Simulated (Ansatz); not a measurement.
Born–Oppenheimer molecular dynamics of BClF2H5NO (11 atoms, charge 0, multiplicity 1). It starts at the highest image of a converged band, a first-order saddle point between two minima.

These are results of RKS PBE0/def2-SVP (Ansatz 0.2.0), not measurements.

```
ensemble                      : NVE (velocity Verlet)
time step                     : 0.5 fs
steps asked                   : 200
starting velocities drawn for : 100 K
seed                          : 11684
```

Frames 2.5 fs apart, positions in Å.

Velocities at 35.0 fs (Å/ps):

```
B 17.24 -2.88 7.84
Cl -6.54 -4.62 -1.37
F 0.13 3.60 0.05
F 1.00 -1.15 0.20
H 13.86 23.45 8.05
N 1.02 -3.48 -0.83
H 14.72 -3.52 -8.36
O -1.21 10.71 -2.55
H 6.37 -2.94 -1.42
H -1.81 -3.20 -0.83
H -3.97 11.55 13.87
```

```xyz
11
Properties=species:S:1:pos:R:3 time_fs=35.0 energy_less_start_eV=-0.416 T=458
B -0.348 -1.248 0.080
Cl 1.625 -1.050 0.685
F -0.425 -2.271 -0.810
F -1.229 -1.325 1.112
H -0.030 1.001 -0.227
N -0.733 0.157 -0.660
H 1.641 0.866 0.602
O 1.059 1.616 0.296
H -0.545 0.147 -1.671
H -1.692 0.465 -0.444
H 0.809 2.125 1.089
11
Properties=species:S:1:pos:R:3 time_fs=37.5 energy_less_start_eV=-0.425 T=466
B -0.306 -1.254 0.098
Cl 1.607 -1.062 0.681
F -0.424 -2.262 -0.809
F -1.225 -1.328 1.113
H -0.017 1.009 -0.227
N -0.727 0.150 -0.660
H 1.656 0.869 0.573
O 1.057 1.645 0.291
H -0.540 0.136 -1.665
H -1.688 0.440 -0.457
H 0.811 2.140 1.105
11
Properties=species:S:1:pos:R:3 time_fs=40.0 energy_less_start_eV=-0.680 T=683
B -0.270 -1.255 0.112
Cl 1.588 -1.076 0.677
F -0.422 -2.252 -0.808
F -1.219 -1.331 1.115
H -0.058 0.925 -0.269
N -0.715 0.148 -0.657
H 1.619 0.912 0.529
O 1.058 1.678 0.291
H -0.553 0.117 -1.656
H -1.683 0.388 -0.484
H 0.834 2.130 1.093
11
Properties=species:S:1:pos:R:3 time_fs=42.5 energy_less_start_eV=-0.549 T=573
B -0.243 -1.254 0.123
Cl 1.567 -1.090 0.673
F -0.418 -2.242 -0.805
F -1.209 -1.335 1.117
H -0.120 0.835 -0.321
N -0.698 0.144 -0.652
H 1.580 0.953 0.494
O 1.060 1.715 0.288
H -0.569 0.086 -1.664
H -1.693 0.324 -0.505
H 0.857 2.137 1.122
11
Properties=species:S:1:pos:R:3 time_fs=45.0 energy_less_start_eV=-0.787 T=774
B -0.224 -1.253 0.131
Cl 1.545 -1.106 0.669
F -0.412 -2.232 -0.803
F -1.196 -1.338 1.119
H -0.097 0.906 -0.311
N -0.688 0.127 -0.653
H 1.585 0.943 0.482
O 1.062 1.758 0.284
H -0.577 0.044 -1.670
H -1.695 0.259 -0.508
H 0.883 2.151 1.171
11
Properties=species:S:1:pos:R:3 time_fs=47.5 energy_less_start_eV=-0.670 T=676
B -0.218 -1.252 0.135
Cl 1.523 -1.122 0.665
F -0.404 -2.223 -0.800
F -1.179 -1.342 1.123
H -0.069 1.031 -0.288
N -0.679 0.104 -0.658
H 1.583 0.955 0.471
O 1.065 1.804 0.284
H -0.571 -0.005 -1.665
H -1.680 0.198 -0.494
H 0.921 2.145 1.177
11
Properties=species:S:1:pos:R:3 time_fs=50.0 energy_less_start_eV=-0.688 T=692
B -0.223 -1.249 0.134
Cl 1.502 -1.138 0.662
F -0.396 -2.216 -0.797
F -1.161 -1.345 1.128
H -0.116 1.059 -0.307
N -0.665 0.089 -0.659
H 1.553 1.017 0.442
O 1.071 1.848 0.286
H -0.552 -0.057 -1.661
H -1.666 0.143 -0.469
H 0.952 2.147 1.180
11
Properties=species:S:1:pos:R:3 time_fs=52.5 energy_less_start_eV=-0.831 T=812
B -0.237 -1.245 0.129
Cl 1.483 -1.154 0.660
F -0.386 -2.212 -0.797
F -1.141 -1.348 1.135
H -0.223 0.969 -0.368
N -0.647 0.082 -0.658
H 1.538 1.062 0.400
O 1.078 1.892 0.286
H -0.526 -0.102 -1.660
H -1.654 0.101 -0.449
H 0.970 2.176 1.216
11
Properties=species:S:1:pos:R:3 time_fs=55.0 energy_less_start_eV=-0.577 T=597
B -0.254 -1.241 0.123
Cl 1.466 -1.169 0.658
F -0.378 -2.212 -0.799
F -1.122 -1.351 1.144
H -0.293 0.925 -0.413
N -0.634 0.072 -0.658
H 1.553 1.066 0.358
O 1.083 1.939 0.289
H -0.499 -0.133 -1.648
H -1.635 0.073 -0.447
H 0.986 2.207 1.222
11
Properties=species:S:1:pos:R:3 time_fs=57.5 energy_less_start_eV=-0.630 T=641
B -0.269 -1.238 0.116
Cl 1.450 -1.184 0.658
F -0.370 -2.214 -0.803
F -1.105 -1.354 1.156
H -0.259 1.049 -0.398
N -0.632 0.052 -0.664
H 1.556 1.108 0.321
O 1.090 1.985 0.294
H -0.474 -0.150 -1.641
H -1.628 0.060 -0.472
H 1.006 2.231 1.206
11
Properties=species:S:1:pos:R:3 time_fs=60.0 energy_less_start_eV=-0.456 T=493
B -0.278 -1.238 0.111
Cl 1.438 -1.198 0.659
F -0.365 -2.220 -0.811
F -1.091 -1.357 1.171
H -0.214 1.093 -0.383
N -0.632 0.040 -0.668
H 1.547 1.186 0.295
O 1.097 2.028 0.295
H -0.451 -0.157 -1.659
H -1.650 0.062 -0.523
H 1.023 2.263 1.229
11
Properties=species:S:1:pos:R:3 time_fs=62.5 energy_less_start_eV=-0.689 T=690
B -0.282 -1.243 0.107
Cl 1.429 -1.212 0.660
F -0.362 -2.229 -0.821
F -1.081 -1.360 1.188
H -0.201 0.976 -0.388
N -0.633 0.044 -0.674
H 1.570 1.224 0.285
O 1.102 2.073 0.296
H -0.432 -0.150 -1.670
H -1.668 0.083 -0.596
H 1.041 2.291 1.251
```

Of the whole run (100 fs, mean temperature of the second half 567 K): The conserved energy stayed within 0.36 meV per atom of its start (net change 0.12 meV per atom), so the integration is sound. The kinetic energy rose, since the run started high on the potential surface and went downhill. It ends in pieces (BClF2H3N + H2O), so much of that is their flight and rotation, not heat. A run of 0.1 ps of so small a system gives no equilibrium averages. The orbitals stay closed-shell, which can raise the energy where a bond breaks towards radicals; this wasn't checked here.

Run time: 6.5 min on 2 threads of AMD EPYC 9R14 (Zen 4), on a shared host, peak memory 0.28 GiB.
